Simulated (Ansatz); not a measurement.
Reactions of C$_{2}$H$_{10}$AlBSi (`C[SiH2][B](C)[AlH2]`).

Computed with Ansatz on PBE0-D4/def2-TZVP structures; ΔE is electronic, products minus reactants. CBS: MP2 limit from def2 TZ/QZ plus the TZ coupled-cluster correction, frozen cores. This one scheme is used for every species. For Se outer-core shells are correlated without core-valence functions, which leaves a few kJ/mol of doubt a bond. Scalar relativity is left out up to krypton. Each species was taken in one conformer, which may not be the lowest.

(1) Order these by ΔE at CCSD(T)/CBS, lowest first. (An estimate is asked.)
A. `C[SiH2][B](C)[AlH2]` + H₂ → `CB[SiH2]C` + `[AlH3]`
B. `C[SiH2][B](C)[AlH2]` + `C[SeH]` → `C[SiH2][Se]C` + `C[BH][AlH2]`
C. `C[SiH2][B](C)[AlH2]` + `[F][AlH][F]` → `C[SiH2][Al]([F])[F]` + `C[BH][AlH2]`
D. `C[SiH2][B](C)[AlH2]` → `C[B](C)[AlH2]` + `[SiH2]`
E. `C[SiH2][B](C)[AlH2]` → `[CH3][Al]([CH3])[BH][SiH3]`
F. `C[SiH2][B](C)[AlH2]` + `NC(F)=[Se]` → `C[SiH2][B](N)[AlH2]` + `CC(F)=[Se]`
G. `C[SiH2][B](C)[AlH2]` + `CSP` → `C[B](C)[AlH2]` + `C[SiH2]SP`
H. `C[SiH2][B](C)[AlH2]` + H–F → `C[B](F)[AlH2]` + `C[SiH3]`

Largest T1 diagnostic: 0.015, for `CC(F)=[Se]`.

Answers

(1) H (-151.7 kJ/mol), G (-131.7 kJ/mol), F (-105.4 kJ/mol), B (-78.4 kJ/mol), A (-40.7 kJ/mol), C (-17.7 kJ/mol), E (-8.6 kJ/mol), D (+218.5 kJ/mol).
